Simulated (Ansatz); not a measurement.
The cluster NbTe₂⁺. Charge 1, multiplicity 1. Geometry relaxed at r2SCAN-D4/def2-TZVP.

Cartesian coordinates in Å:
```
Nb 0.141 0.599 -0.771
Te -1.885 -0.691 -0.251
Te 1.744 0.092 1.022
```

In the def2 sets Nb, Te take a core potential; there is no spin–orbit coupling. The relaxation made no stability test and no search for a lower SCF solution. At PBE0-D4/def2-TZVP a triplet of charge 1 lies 0.14 eV below the restricted singlet, each at its own geometry. The structure comes from a short search, and lower isomers may exist.

Task: Estimate the harmonic wavenumbers at RKS r2SCAN-D4/def2-TZVP (Ansatz, unscaled). Is this a minimum?

Result: 97, 307, 332 cm⁻¹. Yes, no mode is imaginary beyond noise. Zero-point energy 4.4 kJ/mol. Hardware: 4 threads of Arm Neoverse V2 on a shared host. Wall time 16 s.
